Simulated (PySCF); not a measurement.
Multinuclear NMR of C6H9NOSi

Mapped SMILES: `[N:1]#[C:2]/[CH:3]=[CH:4]/[C:5](=[O:6])[CH2:7][CH2:8][SiH3:9]`. Each H is labelled by its parent atom.

[PySCF: σ from GIAO-PBE0/pcSseg-1; coordinates at the GFN2-xTB level; fast rotation and ring inversion assumed for equivalent nuclei; one conformer; non-relativistic Hamiltonian; isolated molecule]

Problem. Predict the ²⁹Si NMR data.

Solution. 
```tsv
atoms	environment	σ (ppm)	δ (ppm)
Si9	silicon bonded to C, 3 H	420.4	-65.6
```

Shieldings were converted by a linear fit to measured shifts: ²⁹Si (scatter 8.9 ppm rms, 25.8 ppm with the 6 outliers that the fit left out vs TMS, solution or neat liquid). Occasional misses reach two or three times the rms, and more in compound classes unlike the fitted ones.

On a 600 MHz spectrometer ²⁹Si resonates near 119.2 MHz, so 1 ppm is 119.2 Hz.

Problem. Predict the ¹⁵N NMR data.

Solution. 
```
atoms       environment  σ (ppm)  δ (ppm)
   N1  nitrile nitrogen    -70.5    -83.1
```

Shieldings were converted by a linear fit to measured shifts: ¹⁵N: δ = -148.07 − 0.921σ (rms 6.3 ppm, 71 shifts vs CH3NO2, solution or neat liquid). A few per cent of atoms miss by over 2 rms, more outside the fitted compound classes.

On a 500 MHz spectrometer ¹⁵N resonates near 50.7 MHz, so 1 ppm is 50.7 Hz.

Problem. Where does ¹⁷O resonate?

Solution. 
```json
{"atoms": "O6", "environment": "ketone oxygen", "σ (ppm)": "-307.5", "δ (ppm)": "546.8"}
```

Shieldings were converted by a linear fit to measured shifts: ¹⁷O: δ = 266.70 − 0.911σ (rms 10.7 ppm, 155 shifts, 12.2 ppm with the 3 outliers that the fit left out vs liquid water, solution or neat liquid). Occasional misses reach two or three times the rms, and more in compound classes unlike the fitted ones.

On a 600 MHz spectrometer ¹⁷O resonates near 81.3 MHz, so 1 ppm is 81.3 Hz.
